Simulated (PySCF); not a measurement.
Simulation results for CH$_{5}$BGeN, B$_{2}$GeH$_{4}$N, BGeH$_{4}$N$_{2}$, B$_{2}$GeH$_{5}$O

Computed with PySCF 2.14.0. Calculation on a computer-drawn molecule: optimised geometry and harmonic frequencies of an isolated molecule of the commonest isotopes, restricted reference for singlets and unrestricted otherwise, frozen core in MP2; on germanium a core potential holds 10 electrons, which the energies leave out, and 3d is frozen in MP2 and coupled-cluster steps.

Common to all runs: charge 1; multiplicity 1; method HF; basis cc-pVDZ; basis and core potential on germanium cc-pVDZ-PP ECP10MDF.

(1) CH$_{5}$BGeN

Start structure:
```xyz
9
CH5BGeN
B      1.0871    -0.7818     0.7901
N      0.4777    -0.1074    -0.1339
Ge    -0.0021     1.9127    -0.1347
C     -0.8539     2.1078    -1.7875
H      1.7282    -1.2026     1.6745
H      0.1515    -0.4677    -0.9987
H      1.2539     2.3782     0.4886
H     -1.6770     1.2471    -2.0545
H     -1.2551     3.0348    -1.9697
```

| Item | Value |
| --- | --- |
| rotational constants | 17.15, 2.962, 2.526 GHz |
| total energy | -412.9937 hartree |
| convergence status largest gradient component | 1.905e-05 hartree/bohr |

Drawn bonds:
```tsv
atom	other atom	order
1	2	1
2	3	1
3	4	2
1	5	1
2	6	1
3	7	1
4	8	1
4	9	1
```

Optimised structure:
```xyz
9
CH5BGeN
B      1.1855    -0.7350     0.7761
N      0.4296    -0.1178    -0.0820
Ge     0.1527     1.8098    -0.4017
C     -0.9757     2.1241    -1.6845
H      1.8795    -1.2521     1.5639
H     -0.1262    -0.6886    -0.7105
H      1.0310     2.5002     0.5948
H     -1.4624     1.3315    -2.2356
H     -1.2038     3.1490    -1.9463
```

Modes:
```tsv
frequency (cm⁻¹)	reduced mass (dalton)
57.22	2.483
153.4	2.899
199.5	1.223
259.4	3.199
461	5.163
482.7	1.214
647.5	1.103
708.2	1.1
819.4	1.157
821.2	1.345
846.3	1.425
869	1.223
941.1	3.941
1135	1.162
1475	1.167
1649	5.625
2382	1.022
3001	1.15
3323	1.053
3445	1.119
3685	1.076
```

(2) B$_{2}$GeH$_{4}$N

Start structure:
```xyz
8
B2GeH4N
B      1.0610    -1.6213     0.2680
N      0.1304    -1.3044    -0.5045
Ge    -1.1061    -0.8939    -1.7208
B     -2.1911     0.7858    -1.2209
H      1.8374    -1.8340     1.0629
H     -1.0888    -1.9495    -2.8203
H     -1.8778     1.7678    -1.5519
H     -3.1344     0.6567    -0.6049
```

| Quantity | Value |
| --- | --- |
| rotational constants | 14.15, 3.025, 2.548 GHz |
| total energy | -399.2652 hartree |
| convergence status largest gradient component | 1.451e-05 hartree/bohr |

Drawn bonds:
```tsv
atom	other atom	order
1	2	1
2	3	2
3	4	1
1	5	1
3	6	1
4	7	1
4	8	1
```

Optimised structure:
```xyz
8
B2GeH4N
B      1.0949    -1.6422     0.3177
N      0.1816    -1.3119    -0.4886
Ge    -1.0592    -0.8922    -1.6170
B     -2.2515     0.7834    -1.2545
H      1.9399    -1.9448     1.0672
H     -1.1495    -1.8327    -2.8037
H     -1.8790     1.8250    -1.6873
H     -3.2466     0.6226    -0.6261
```

Modes:
```tsv
frequency (cm⁻¹)	reduced mass (dalton)
103.2	3.274
146.6	2.022
180	1.394
210.7	4.859
423.1	1.065
534.4	5.003
695.9	9.053
723	1.236
798	1.095
826.5	1.329
836.9	1.349
954.9	1.316
1211	1.114
1891	5.736
2313	1.021
2753	1.043
2886	1.135
3012	1.174
```

(3) BGeH$_{4}$N$_{2}$

Start structure:
```xyz
8
BGeH4N2
B     -0.9042    -1.2241    -1.1403
N      0.1679    -0.4954    -0.8254
Ge     1.6658     0.2881    -0.5082
N      1.8549     1.0299     1.1211
H     -1.9220    -1.7051    -1.3345
H      2.7115     0.4179    -1.5042
H      2.5745     1.5421     1.3172
H      1.1028     0.9988     1.7758
```

| Item | Value |
| --- | --- |
| rotational constants | 17.73, 3.142, 2.669 GHz |
| total energy | -429.0868 hartree |
| convergence status largest gradient component | 1.862e-05 hartree/bohr |

Drawn bonds:
```tsv
atom	other atom	order
1	2	1
2	3	2
3	4	1
1	5	1
3	6	1
4	7	1
4	8	1
```

Optimised structure:
```xyz
8
BGeH4N2
B     -0.9076    -1.1667    -1.1186
N      0.1273    -0.5324    -0.7805
Ge     1.5980     0.2981    -0.4715
N      1.8243     1.0460     1.0711
H     -1.8730    -1.7529    -1.4209
H      2.6913     0.3962    -1.4936
H      2.6592     1.5471     1.3170
H      1.1316     1.0168     1.7984
```

Modes:
```tsv
frequency (cm⁻¹)	reduced mass (dalton)
110.5	3.348
140.9	3.592
267.6	4.597
428.6	1.369
478.3	1.087
639.2	1.044
700	6.029
764.7	1.132
829.7	1.332
832.9	1.341
881.9	5.361
932	1.234
1666	1.117
1907	5.709
2396	1.021
3013	1.177
3754	1.049
3871	1.102
```

(4) B$_{2}$GeH$_{5}$O

Start structure:
```xyz
9
B2GeH5O
B     -2.3642    -0.3918     1.4180
O     -1.3098     0.1486     1.0640
Ge     0.4240     1.1251     0.4146
B      0.1985     1.2775    -1.5738
H     -3.3284    -0.9147     1.7369
H      1.2359     0.1105     1.1858
H      0.1262     2.2546     1.4295
H      1.1029     1.7994    -2.1455
H     -0.6577     0.8928    -2.1338
```

| Property | Result |
| --- | --- |
| rotational constants | 10.06, 2.815, 2.263 GHz |
| total energy | -420.3095 hartree |
| convergence status largest gradient component | 1.649e-05 hartree/bohr |

Drawn bonds:
```tsv
atom	other atom	order
1	2	1
2	3	1
3	4	1
1	5	1
3	6	1
3	7	1
4	8	1
4	9	1
```

Optimised structure:
```xyz
9
B2GeH5O
B     -2.3584    -0.3931     1.3924
O     -1.3540     0.1645     1.0275
Ge     0.3628     1.1046     0.5144
B      0.2315     1.2793    -1.5537
H     -3.3335    -0.9339     1.7445
H      1.3069     0.0867     1.1235
H      0.1579     2.3281     1.3859
H      1.1379     1.8081    -2.1146
H     -0.7237     0.8577    -2.1241
```

Modes:
```tsv
frequency (cm⁻¹)	reduced mass (dalton)
102.2	2.916
133.5	2.954
179.4	1.077
194	4.137
322	11.58
407.4	1.093
560.2	4.305
656.8	1.234
660.8	1.051
841.4	1.095
856	1.375
856.4	1.383
936.8	1.029
964.9	1.335
1234	1.125
1887	4.973
2309	1.016
2317	1.026
2743	1.047
2862	1.133
3024	1.195
```
